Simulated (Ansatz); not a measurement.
Au₃I₂, relaxed as a doublet with UKS PBE-D4/def2-SVP in Ansatz, starting from the GFN2-xTB geometry. Force threshold 0.02 eV/Å.

In the def2 sets Au, I take a core potential; there is no spin–orbit coupling. The gap within one spin of the charge 0 doublet nearly closes, so an electron or hole may be smeared out by delocalisation error. The relaxation made no stability test and no search for a lower SCF solution. No other spin state of charge 0 was run. Another isomer (doublet) lies 0.73 eV lower at PBE0-D4/def2-TZVP; other spin states weren't run for this one.

Start:

| atom | x (Å) | y (Å) | z (Å) |
| --- | --- | --- | --- |
| Au1 | -0.610 | 0.891 | -0.823 |
| Au2 | 0.006 | -0.782 | 1.111 |
| Au3 | 0.926 | 1.877 | -2.740 |
| I4 | -2.299 | 0.411 | 1.374 |
| I5 | 1.976 | -2.397 | 1.078 |

Task: Estimate the energy that the relaxation releases and the steps that it takes.

Result: 0.18 eV, in 8 steps; 22 s on 4 threads of Intel Xeon on a shared host. The force fell under the threshold at step 6, but the optimiser went on. No frequencies were taken in this run, so the end may be a saddle point.

Task: Does the start keep its bonding?

Result: By distances, no bond broke or formed. The bond that changes most is Au1–I4, from 2.81 to 2.71 Å (atoms count from 1).

Task: Predict the relaxed structure.

Result: 
```xyz
5

Au   -0.7760    1.1828   -0.7439
Au    0.0120   -0.8389    0.9516
Au    0.9986    1.5567   -2.5682
I    -2.3391    0.4307    1.3422
I     2.1045   -2.3312    1.0184
```
Bond lengths (bridged metal pairs left out): 3 × Au–I 2.57 to 2.71 Å; 1 × Au–Au 2.57 Å.
